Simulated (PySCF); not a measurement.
C₂H₇ClO₂Si, SMILES OCC[Si@H](O)Cl.

Geometry: PBE-D3(BJ)/def2-SVP. The structure was generated by enumeration; whether it is a known compound was not checked. Other conformers were not sampled.

Two levels are set side by side: TDA-PBE/def2-SVPD (PySCF) and TDA-CAM-B3LYP/def2-SVPD (PySCF). Vertical, same geometry. The lowest singlet is HOMO→LUMO 100 % with PBE and HOMO→LUMO+1 71 % with the other functional; states are paired by order. Differences are taken from unrounded values.

| quantity | TDA-PBE |
|---|---|
| lowest singlet excitation (eV) | 5.88 |
| lowest triplet excitation (TDA) (eV) | 5.83 |

Problem. These are the TDA-PBE values. What does TDA-CAM-B3LYP give? (Estimate from the structure and the level; the computed values follow.)

Solution. 
| quantity | TDA-CAM-B3LYP | TDA-PBE minus TDA-CAM-B3LYP |
|---|---|---|
| lowest singlet excitation (eV) | 7.32 | -1.44 |
| lowest triplet excitation (TDA) (eV) | 6.99 | -1.16 |

A lower first singlet is the usual sign of a functional without exact exchange. Differences between two approximate levels are no errors against the true value.

Rough cost on one machine, each run with all the roots and properties that it gave: TDA-CAM-B3LYP against TDA-PBE about 6 times.
